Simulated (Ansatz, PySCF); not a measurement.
Pair of molecules: H4SeSi (SMILES [SiH3][SeH]) (first 6 atoms) with HF (SMILES F); geometry from B3LYP-D3(BJ)/def2-TZVP, rigid monomers moved along the line of their centres of mass till Se2···H8 is 2.71 Å.
(charge 0, multiplicity 1):
```csv
atom,x (Å),y (Å),z (Å)
Si,0.6140,-1.3546,0.8601
Se,-0.4734,0.6838,0.9874
H,0.0502,-2.1599,-0.2427
H,2.0175,-0.9959,0.5795
H,0.4886,-2.0777,2.1396
H,-1.7522,0.0804,1.3975
F,0.9636,0.7896,4.3171
H,0.5126,0.8991,3.4999
```

Counterpoise-corrected where a basis set is named; no monomer relaxation.

Frozen-core correlation. Filled d and f shells under p-block atoms count as core. CBS(a, b) extrapolates the correlation energy as X⁻³ and adds the Hartree–Fock energy of set b.

Codes used: Ansatz (a program for electronic structure); PySCF for the dispersion terms. 

The comparison value is -18.2 kJ/mol (CCSD(T)/CBS(def2-SVPD, def2-TZVPPD)). It is a level with limits of its own, not the exact answer.

Task: Order these levels by how close they come to the comparison value for the interaction energy, closest first: r2SCAN-D3(BJ)/def2-TZVPPD, PBE-D3(BJ)/def2-TZVPPD, r2SCAN/def2-TZVPPD. Give each level's value less the comparison value.

Result: r2SCAN/def2-TZVPPD (-2.3 kJ/mol), r2SCAN-D3(BJ)/def2-TZVPPD (-3.4 kJ/mol), PBE-D3(BJ)/def2-TZVPPD (-5.2 kJ/mol)
